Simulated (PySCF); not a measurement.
Simulated characterisation data

Theory: structure optimised with GFN2-xTB, shieldings: GIAO PBE0/pcSseg-1, in PySCF (one conformer, one averaged value for each set of equivalent atoms, relativity neglected, no solvent).

Shifts are taken against calculated references (same method and geometry level): 1H (σ = 31.72 ppm), 13C (σ = 186.93 ppm) vs TMS. Splittings of carbon signals by F and P are missing where no couplings were computed. Where no couplings were computed, multiplicities follow the n + 1 count of equivalent neighbours, and m marks all less simple cases (inequivalent or close neighbours, rings, F or P nearby). Shifts are as computed. Against solution values, carbons near 30 ppm lie about +3 ppm off and those near 130 ppm about +5 ppm. Of 1211 compounds with measured shifts, 218 miss one by over three times the rms of a fit or turn the order of signals round; such compounds aren't used in these exercises.

**1.** `c1(F)cccc(C(C)C)p1`, C₈H₁₀FP. 1H NMR (400 MHz, computed): δ 7.71 (m, 1H), 7.70 (m, 1H), 7.61 (m, 1H), 2.91 (m, 1H), 1.56 (d, 6H). 13C{1H} NMR (computed): δ 211.9 (C), 198.6 (C), 137.6 (CH), 133.7 (CH), 125.3 (CH), 45.5 (CH), 32.8 (CH3).

**2.** `Cc1nn(C)nc1[SiH3]`, C₄H₉N₃Si. 1H NMR (400 MHz, computed): δ 4.49 (s, 3H), 4.20 (s, 3H), 2.55 (s, 3H). 13C{1H} NMR (computed): δ 157.6 (C), 137.7 (C), 41.2 (CH3), 13.6 (CH3).
